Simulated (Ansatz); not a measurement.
Si19OH26, a nanocrystal with a defect cut from the lattice of silicon (double-bonded O in place of two caps). Total charge 0; singlet. Geometry PBE-D4/def2-SVP; atoms count from 1.

| atom | x (Å) | y (Å) | z (Å) |
| --- | --- | --- | --- |
| Si1 | 3.824 | -0.519 | 1.014 |
| Si2 | 3.044 | 0.296 | -2.600 |
| Si3 | 1.064 | -2.095 | 3.248 |
| Si4 | 0.314 | -1.140 | -0.362 |
| Si5 | -2.327 | -2.835 | 1.836 |
| Si6 | -1.318 | 0.898 | 2.434 |
| Si7 | -3.048 | -1.950 | -1.856 |
| Si8 | 1.436 | 2.459 | 0.239 |
| Si9 | -2.037 | 1.762 | -1.244 |
| Si10 | -0.463 | -0.509 | -4.084 |
| Si11 | 3.070 | -0.860 | 3.221 |
| Si12 | 2.153 | 0.321 | -0.418 |
| Si13 | 1.484 | 0.802 | -4.297 |
| Si14 | 0.449 | 2.457 | 2.381 |
| Si15 | -0.591 | -1.242 | 1.803 |
| Si16 | -1.300 | -0.372 | -1.893 |
| Si17 | -4.032 | -2.456 | 0.245 |
| Si18 | -2.942 | 1.707 | 0.931 |
| Si19 | -0.245 | 3.292 | -1.187 |
| O20 | -3.408 | -2.714 | -3.175 |
| H21 | 5.013 | 0.410 | 1.008 |
| H22 | 4.267 | -1.850 | 0.457 |
| H23 | 3.561 | -1.102 | -2.840 |
| H24 | 4.218 | 1.242 | -2.669 |
| H25 | 1.370 | -3.499 | 2.788 |
| H26 | 0.515 | -2.175 | 4.651 |
| H27 | 0.757 | -2.522 | -0.781 |
| H28 | -1.708 | -4.172 | 1.507 |
| H29 | -2.923 | -2.923 | 3.219 |
| H30 | -1.903 | 0.831 | 3.825 |
| H31 | 2.619 | 3.398 | 0.230 |
| H32 | -3.087 | 2.227 | -2.224 |
| H33 | -0.112 | -1.950 | -4.345 |
| H34 | -1.517 | -0.062 | -5.062 |
| H35 | 4.123 | -1.620 | 3.994 |
| H36 | 2.863 | 0.467 | 3.903 |
| H37 | 2.134 | 0.545 | -5.637 |
| H38 | 1.126 | 2.264 | -4.231 |
| H39 | 1.459 | 2.175 | 3.463 |
| H40 | -0.132 | 3.831 | 2.627 |
| H41 | -4.872 | -1.277 | 0.667 |
| H42 | -4.915 | -3.669 | 0.100 |
| H43 | -4.190 | 0.863 | 0.970 |
| H44 | -3.314 | 3.115 | 1.330 |
| H45 | 0.278 | 3.563 | -2.574 |
| H46 | -0.757 | 4.592 | -0.611 |

Single mean-field runs in def2-TZVP are fitted with def2-universal-jkfit.

Question: Estimate the Mulliken populations of the heavy atoms from the PBE0/def2-TZVP orbitals of Ansatz.

Answer: 
```json
{"atom": "Si1", "charge (e)": "-0.01"}
{"atom": "Si2", "charge (e)": "-0.01"}
{"atom": "Si3", "charge (e)": "-0.01"}
{"atom": "Si4", "charge (e)": "-0.03"}
{"atom": "Si5", "charge (e)": "-0.02"}
{"atom": "Si6", "charge (e)": "0.01"}
{"atom": "Si7", "charge (e)": "0.49"}
{"atom": "Si8", "charge (e)": "0.01"}
{"atom": "Si9", "charge (e)": "-0.01"}
{"atom": "Si10", "charge (e)": "0.00"}
{"atom": "Si11", "charge (e)": "-0.01"}
{"atom": "Si12", "charge (e)": "-0.02"}
{"atom": "Si13", "charge (e)": "-0.02"}
{"atom": "Si14", "charge (e)": "-0.03"}
{"atom": "Si15", "charge (e)": "-0.03"}
{"atom": "Si16", "charge (e)": "-0.08"}
{"atom": "Si17", "charge (e)": "-0.06"}
{"atom": "Si18", "charge (e)": "-0.02"}
{"atom": "Si19", "charge (e)": "-0.03"}
{"atom": "O20", "charge (e)": "-0.48"}
```
Mulliken values and Mayer orders depend strongly on the basis.

Question: And the Mayer bond orders between bonded heavy atoms (over 0.3)?

Answer: Si1–Si11 0.95 (2.36 Å); Si1–Si12 0.93 (2.36 Å); Si2–Si12 0.94 (2.36 Å); Si2–Si13 0.95 (2.36 Å); Si3–Si11 0.95 (2.36 Å); Si3–Si15 0.94 (2.36 Å); Si4–Si12 0.91 (2.35 Å); Si4–Si15 0.91 (2.35 Å); Si4–Si16 0.90 (2.35 Å); Si5–Si15 0.94 (2.36 Å); Si5–Si17 0.94 (2.36 Å); Si6–Si14 0.94 (2.36 Å); Si6–Si15 0.92 (2.35 Å); Si6–Si18 0.94 (2.36 Å); Si7–Si16 0.84 (2.36 Å); Si7–Si17 0.87 (2.38 Å); Si7–O20 2.11 (1.57 Å); Si8–Si12 0.92 (2.35 Å); Si8–Si14 0.94 (2.36 Å); Si8–Si19 0.94 (2.36 Å); Si9–Si16 0.92 (2.35 Å); Si9–Si18 0.94 (2.36 Å); Si9–Si19 0.94 (2.36 Å); Si10–Si13 0.94 (2.36 Å); Si10–Si16 0.93 (2.35 Å).
